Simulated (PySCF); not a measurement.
C4H7FO2Si2.
Atom-mapped SMILES: `[F:1][c:2]1[cH:3][o:4][c:5]([SiH2:6][O:7][SiH3:8])[cH:9]1` (hydrogens: H10 on C3; H11, H12 on Si6; H13, H14, H15 on Si8; H16 on C9)

Geometry (PBE0-D3(BJ)/def2-SVP, Å), atoms numbered from 1 in this order:
```
atom  x, y, z in Å
F1    -3.5519    1.2159   -0.7943
C2    -2.5133    0.6973   -0.1651
C3    -2.0320    1.0791    1.0542
O4    -0.9647    0.3198    1.3572
C5    -0.7467   -0.5596    0.3391
Si6    0.7227   -1.7028    0.4550
O7     2.1268   -0.8240    0.4529
Si8    2.7179    0.7251    0.3525
C9    -1.6907   -0.3589   -0.6383
H10   -2.3399    1.8353    1.7702
H11    0.6709   -2.4976    1.7125
H12    0.6615   -2.5935   -0.7371
H13    1.7489    1.6044   -0.3695
H14    2.9503    1.2711    1.7215
H15    4.0083    0.6892   -0.3921
H16   -1.7866   -0.8946   -1.5802
```

Linear response at B3LYP/def2-SVPD (PySCF, frozen core in the response, non-relativistic).

Static isotropic polarisability: 103.57 au (15.35 Å³), principal values 85.7, 100.9, 124.1 au.

Q: What is the polarisability at 1064 nm and at the sodium D line?

A: 104.73 au at 1064 nm (+1.1 %), 107.57 au at 589.3 nm (+3.9 %). The rise at 589.3 nm is 3.44 times that at 1064 nm; a pure ω² law gives 3.26. The lowest singlet lies at 231 nm, shorter than both wavelengths.

Q: What is the isotropic C6 coefficient between two such molecules, C6 = (3/π)∫α(iω)² dω?

A: 4026 au (Eh·bohr⁶) by a ten-point quadrature over imaginary frequencies, which is 2410 eV·Å⁶ or 232 J·nm⁶/mol.

Q: Which effective excitation energy ω̄ makes London's formula C6 = (3/4)α²ω̄ exact here?

A: ω̄ = 4·C6/(3α²) = 0.501 Eh = 13.6 eV. A one-pole form α(ω) = α/(1 − ω²/ω̄²) fitted to the 1064 nm value gives 11.1 eV.

Q: How anisotropic is the static polarisability, by Δα² = ½[(α1 − α2)² + (α2 − α3)² + (α3 − α1)²]?

A: Δα = 33.4 au, or 0.32 of the isotropic value.

Q: The lowest 6 singlets have (eV, f): 5.37, 0.218; 6.19, 0.015; 6.33, 0.065; 6.35, 0.014; 6.44, 0.006; 6.59, 0.004. What share of the static polarisability do they carry in the sum over states α = Σ f/ω²?

A: 7.53 au, 7.3 % of α; the largest term, 5.60 au, is that of the state at 5.37 eV. Their oscillator strengths add up to 0.32. Higher states carry the rest.

Q: What molar refraction at the D line follows from R = (4π/3)·N_A·α′, with α′ the polarisability volume?

A: α′ = 15.94 Å³ gives R = 40.21 cm³/mol, for isolated, non-vibrating species.

Q: What n − 1 at the D line would an ideal gas of it have at 273.15 K and 1 atm (2.6868 × 10¹⁹ cm⁻³), by n − 1 = 2π·N·α′?

A: 26.91 × 10⁻⁴, a formal value whether or not that pressure can be reached.

Q: How many electrons N does the Slater–Kirkwood formula C6 = (3/4)·√N·α^(3/2) need to give this C6?

A: N = (4·C6/3)²/α³ = 25.9; the species has 84 electrons in all.

One conformer stands for the species.
